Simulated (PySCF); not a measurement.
Ligand exchange on a metal centre used in film growth or etching (Mo Cl-F). Isolated molecules, 0 K electronic values unless said otherwise.

The numbers are results of PBE-D3(BJ)/def2-TZVP // TPSS-D3(BJ)/def2-SVP run with PySCF, not measurements. All candidates: neutral, multiplicity 1. 

| Item | Result |
|---|---|
| HOMO–LUMO gap | 4.37 eV |
| LUMO | -6.31 eV |
| dipole moment | 0.00 D |

Say which member has these values.
(A) [Mo(Cl)2(F)4]
(B) [Mo(Cl)3(F)3]
(C) [Mo(Cl)4(F)2]
(D) [Mo(F)6]

D, [Mo(F)6]. The others give [Mo(Cl)4(F)2]: 1.85 eV, -6.34 eV, 1.11 D; [Mo(Cl)3(F)3]: 1.80 eV, -6.48 eV, 0.82 D; [Mo(Cl)2(F)4]: 2.17 eV, -6.43 eV, 1.26 D
